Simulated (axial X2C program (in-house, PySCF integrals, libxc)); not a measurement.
Nuclear properties of HTeH⁻

Computed with an axial X2C code built on PySCF integrals: two-component X2C with atomic mean-field Coulomb and Gaunt terms, Gaussian nuclei, basis H dyall-v3z, Te dyall-v3z with contracted cores.

H–Te–H held linear, with bonds 1.832 and 1.832 Å (near the PBE0 minimum at charge -1 of the determinant lowest at the starting distance; the state shown can have its own minimum elsewhere, held linear; other orders of the atoms were not compared).

Determinant lowest in the PBE0 search, Ω = 1/2 (⟨Sz⟩ = 0.50, ⟨Lz⟩ = 0.00 at PBE0), spin on the atoms H 0.28, Te -0.06, H 0.28:

```tsv
level	A∥/gI H (MHz)	qzz H (a.u.)	A∥/gI Te (MHz)	qzz Te (a.u.)
PBE0	131	0.08	4010	9.77
HF	160	0.08	3470	10.09
BHandHLYP	147	0.08	3980	10.27
```

Determinant 0.89 eV from it at PBE0 and this distance, Ω = 3/2 (⟨Sz⟩ = 0.50, ⟨Lz⟩ = 1.00 at PBE0), spin on the atoms H -0.01, Te 0.53, H -0.01:

| level | A∥/gI H (MHz) | qzz H (a.u.) | A∥/gI Te (MHz) | qzz Te (a.u.) |
| --- | --- | --- | --- | --- |
| PBE0 | 1.1 | 0.08 | 406 | 3.89 |
| HF | 1.12 | 0.09 | 240 | 6.18 |
| BHandHLYP | 1.34 | 0.08 | 401 | 4.86 |

A∥ (defined per Ω) follows by multiplying with gI = μI/(I μN); qzz is the electric field gradient, eQq0 = 234.96 MHz × Q/barn × qzz. The operators were transformed with the bare-nucleus X2C matrices; with these basis sets, hyperfine constants and field gradients can be off by tens of per cent, and where levels differ in sign neither size nor sign is settled.

(1) With gI(1H) = 5.5857, gI(125Te) = -1.7770 (g factors from the IAEA table of nuclear moments by Stone), turn the PBE0 values of the first state into constants in MHz.

The molecule was held linear; bending was not examined, so a bent shape may lie lower.

Each state is one determinant with collinear spin. Unrestricted Hartree–Fock can overshoot spin polarisation at the nuclei. For an anion, determinants above electron detachment, or with a positive highest level, are held by the basis set. The search compared states at one distance, so a state with another bond length can lie lower. PBE0 term energies can be off by some tenths of an eV.

## Answers

(1) A∥(1H) = 131 × 5.5857 = 732 MHz; A∥(125Te) = 4010 × -1.7770 = -7130 MHz.
